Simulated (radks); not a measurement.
The mean radii <r> (bohr) of the occupied orbitals of an atom or ion are listed with their occupations. All-electron calculation, scalar-relativistic Kohn-Sham, r2SCAN, spin-polarised, spherical densities, finite nucleus; meta-GGA in the generalised Kohn-Sham scheme; Fermi nuclear charge, rms radius of each element as measured or else 0.836 A^(1/3) + 0.57 fm. Program: a radial shooting solver on a logarithmic mesh with Libxc functionals.

| orbital | occ. | <r> |
|---|---|---|
| 1s up | 1 | 0.02001 |
| 1s down | 1 | 0.02001 |
| 2s up | 1 | 0.08486 |
| 2s down | 1 | 0.08486 |
| 2p up | 3 | 0.07542 |
| 2p down | 3 | 0.07542 |
| 3s up | 1 | 0.2207 |
| 3s down | 1 | 0.2206 |
| 3p up | 3 | 0.2201 |
| 3p down | 3 | 0.2201 |
| 3d up | 5 | 0.1999 |
| 3d down | 5 | 0.1999 |
| 4s up | 1 | 0.4981 |
| 4s down | 1 | 0.4981 |
| 4p up | 3 | 0.5284 |
| 4p down | 3 | 0.5285 |
| 4d up | 5 | 0.5718 |
| 4d down | 5 | 0.5720 |
| 5s up | 1 | 1.231 |
| 5s down | 1 | 1.235 |
| 5p up | 3 | 1.465 |
| 5p down | 3 | 1.471 |
| 6s up | 1 | 4.017 |
| 6s down | 1 | 4.040 |
| 4f up | 7 | 0.8011 |
| 4f down | 6 | 0.8156 |

Name the element and its charge. Open shells, if any, are filled with parallel spins first.

Answer. Z = 69, thulium, charge 0: Tm in [Xe] 4f13 6s2. The 1s radius gives Z: for a bare nucleus <r> = (2 gamma + 1)/(2Z) with gamma = sqrt(1 - (Z/c)^2), 0.01977 bohr for Z = 69, and screening makes it slightly larger (0.02001 here). The occupations add up to 69, and the charge is Z minus that.
